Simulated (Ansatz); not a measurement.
Isolated molecules relaxed with PBE0-D4/def2-TZVP in Ansatz; ΔE leaves out vibrations. CCSD(T)/CBS adds triple-zeta CCSD(T) − MP2 to the extrapolated MP2 energy (def2 sets, frozen cores). Functionals use def2-TZVPP. B3LYP here is the variant with VWN-RPA as its local correlation; programs differ in this. def2 core potentials past Kr. For As, Te outer-core shells are correlated without core-valence functions, which leaves a few kJ/mol of doubt a bond. Scalar relativity is left out up to krypton. Each species was taken in one conformer, which may not be the lowest.

Consider the redistribution: `OC[AsH2]` + `[TeH][SiH]1CO1` → `[AsH2][SiH]1CO1` + `OC[TeH]`.

`OC[AsH2]`:

Cartesian coordinates in Å:
```
O -0.130 1.129 -1.205
C -0.216 0.633 0.106
As 1.130 -0.810 0.432
H -0.446 0.454 -1.810
H -1.221 0.280 0.355
H 0.033 1.458 0.775
H 0.365 -1.852 -0.382
H 0.485 -1.292 1.729
```

`[TeH][SiH]1CO1`:

Cartesian coordinates in Å:
```
Te 0.788 -2.441 -0.439
Si 0.803 -0.003 -0.087
C -0.664 1.043 0.017
O 0.066 0.649 1.246
H -0.833 -2.503 -0.098
H 2.141 0.521 -0.441
H -1.665 0.619 -0.032
H -0.636 2.115 -0.166
```

`[AsH2][SiH]1CO1`:

Z-matrix (Å, degrees):
```
Si
C 1 1.809
O 1 1.667 2 49.8
As 1 2.346 2 120.4 3 -99.3
H 1 1.483 2 120.2 3 98.8
H 2 1.088 1 121.6 3 -100.0
H 2 1.088 1 121.8 3 100.1
H 4 1.525 1 90.4 2 -114.3
H 4 1.524 1 91.6 2 154.1
```

`OC[TeH]`:

```xyz
7

O     1.078   -0.657   -0.775
C     0.473   -0.093    0.339
Te   -1.674   -0.429    0.497
H     0.661   -0.309   -1.569
H     0.600    0.990    0.411
H     0.904   -0.564    1.220
H    -2.043    1.063   -0.124
```

CCSD(T)/CBS gives +0.29 eV.

Q: Another level gave +0.26 eV. Which?
A. ωB97X-V/def2-TZVPP
B. PBE/def2-TZVPP
C. B3LYP-D4/def2-TZVPP
D. HF/def2-TZVPP

A: C. B3LYP-D4 0.26, ωB97X-V 0.31, HF/def2-TZVPP 0.38, PBE 0.21 eV.

Largest T1 diagnostic among the species: 0.013.

In def2-TZVPP, CCSD(T) changes the Hartree–Fock value by −0.09 eV (the triples alone add −0.02 eV) and MP2 by −0.06 eV. From PBE to PBE0 (25 % exact exchange), in def2-TZVPP and without D4, ΔE moves by +0.05 eV.
